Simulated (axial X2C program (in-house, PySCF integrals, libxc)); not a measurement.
Density and ELF of CsH

All values were computed with an in-house relativistic program for diatomic molecules. Two-component (2c) means X2C with spin–orbit coupling and atomic mean-field two-electron Coulomb and Gaunt terms. Basis: Cs dyall-cv3z [15s15p9d4f1g], H dyall-v3z [6s2p1d] (cores contracted in-house); Gaussian nuclei, density fitting, unrestricted open shells. Masses: Cs 132.905 u, H 1.008 u.

PBE0, 2c, state Ω = 0 (closed shell); Cs at z = 0, H at z = 2.475 Å.

The maps cover the half plane through the axis: z from -2.4 to 4.8 Å along the bond, ρ from 0.15 to 2.25 Å away from it (steps of 0.3 Å, the bottom row nearest the axis).

log10 of the density in e/bohr³:

digits 0 to 9 span -4.57 to 1.84 evenly
```
0011112222211112211111000
0111222332222222222211100
1122233333332223322221110
1223344444433333333322110
1233445555544334443332211
2234455666554444444332211
2234556777654445554433221
2334556898655455655433221
```

Electron localisation function (collinear form, no current term, damped to 0 at low density):

digits 0 to 9 span 0.00 to 1.00 evenly
```
0000000000000012432100000
0000001221000026887520000
0000124555200038999973000
0012356777620049999997300
0123577888751159999999610
1235787434772179999999830
1246873464363289999999950
1357862777254289999999950
```

The state is one determinant whose occupation by symmetry is held fixed; it was picked as the lowest of a PBE0 search that is not exhaustive.
